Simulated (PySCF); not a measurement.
Compound: C3H9Ga.
Geometry (PBE0-D3(BJ)/def2-SVP, Å), atoms numbered from 1 in this order:
```xyz
13
C3H9Ga angstrom
C     -1.4769   -0.2139   -0.4801
C     -0.7481    0.1355    0.8086
C      0.6966   -0.3560    0.8272
Ga     1.8977    0.4481   -0.5215
H     -2.5223    0.1300   -0.4684
H     -1.4864   -1.3032   -0.6486
H     -0.9891    0.2524   -1.3540
H     -1.3043   -0.2899    1.6633
H     -0.7727    1.2298    0.9533
H      0.7379   -1.4548    0.7153
H      1.1700   -0.1548    1.8072
H      3.2835   -0.2231   -0.8605
H      1.5053    1.8008   -1.2345
```

Theory: PBE0-D3(BJ)/def2-SVP geometry optimisation, gas phase in PySCF 2.14.0.

Q: Which atoms are bound to Ga4, and at what distances?

A: 3 atoms: H12 1.577 Å, H13 1.579 Å, C3 1.977 Å. The nearest atom not counted as bound is H11, at 2.51 Å.

Q: List the angles at Ga4.

A: 
```
      angle  degrees  distance of the outer atoms (Å)
 C3–Ga4–H12    120.5                             3.09
 C3–Ga4–H13    120.4                             3.09
H12–Ga4–H13    119.1                             2.72
```

Q: What is the shape at Ga4?

A: Planar: angles 120.5°, 120.4° and 119.1°, sum 360.0°, 0.02 Å off the plane of its three neighbours.

Q: What are the other bond lengths?

A: C1–C2 1.521 Å; C2–C3 1.526 Å; C1–H5, C1–H6, C1–H7 1.102 Å; C2–H8, C2–H9 1.105 Å; C3–H10, C3–H11 1.106 Å.

Q: Give some angles away from the centre.

A: C1–C2–C3 113.0°, C2–C3–Ga4 115.8°.

Q: What are the rotational constants (commonest isotopes, rigid rotor)?

A: A = 10417, B = 2185, C = 1961 MHz: a near-prolate asymmetric top.

Point group: C1 (no symmetry element, even within 0.4 Å). Charge 0, singlet. Not checked by PBE0-D3(BJ)/def2-SVP frequencies.

One conformer stands for the species.
